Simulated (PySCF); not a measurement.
SMILES C[CH](C)[Be][CH](C)C (C₆H₁₄Be) at its GFN2-xTB optimised geometry (Å):

```
21

Be    -0.1476    -0.9186     0.0000
C      1.5859    -0.9186     0.0000
C      2.3139    -1.1106     1.3401
C      1.8502     0.5195    -0.4942
H      2.1095    -1.5712    -0.7096
H      3.3759    -0.8773     1.2373
H      1.9034    -0.4594     2.1097
H      2.2249    -2.1380     1.6856
H      1.4153     0.6892    -1.4782
H      2.9233     0.7075    -0.5677
H      1.4361     1.2579     0.1911
C     -1.8257    -0.4612     0.0000
C     -2.3773    -0.0570    -1.3790
C     -1.8806     0.7768     0.9189
H     -2.5654    -1.1589     0.4118
H     -3.3759     0.3740    -1.2815
H     -1.7416     0.6861    -1.8576
H     -2.4440    -0.9186    -2.0394
H     -1.5763     0.5297     1.9345
H     -2.8957     1.1771     0.9610
H     -1.2308     1.5712     0.5547
```

Calculation: PySCF 2.14.0 with CAM-B3LYP/def2-SVP. Cells within 0.4 Å of a nucleus heavier than hydrogen are left out (blank, or x).

Map of the deformation density (molecule minus spherical neutral atoms) (e/bohr³) on the plane z = 0.0 Å:

```
|1111111111111111111111111111111|
|1111111111111111111111111111111|
|1111111111111111111111111111111|
|1111111111111111111111111111111|
|1111111111111111111111111111111|
|1111111111111111111111111111111|
|1111111111111111111111111111111|
|1111111111111111111111111111111|
|1111111111111111111111111111111|
|1111111111100111111111111111111|
|1111111100000011100010011111111|
|1111111000011001101321001111111|
|1111110000011000013961110111111|
|1111110000000000002641210111111|
|1111100001100000000220110111111|
|1111100001311100001341000111111|
|111110000xxx4310122441000111111|
|1111110136x865xx356xx0000111111|
|11111101442343xx467xx1000111111|
|1111110012112100233122000111111|
|1111111001111000111011000111111|
|1111111111111000111000001111111|
|1111111111111111111100111111111|
|1111111111111111111111111111111|
|1111111111111111111111111111111|
|1111111111111111111111111111111|
|1111111111111111111111111111111|
|1111111111111111111111111111111|
|1111111111111111111111111111111|
|1111111111111111111111111111111|
|1111111111111111111111111111111|
```
Scale: ten equal steps from -0.014 (start of '0') to 0.097 (end of '9'), in the order '0123456789'; x runs from -5.50 to 5.50, y from -5.50 (bottom) to 5.50 (top).
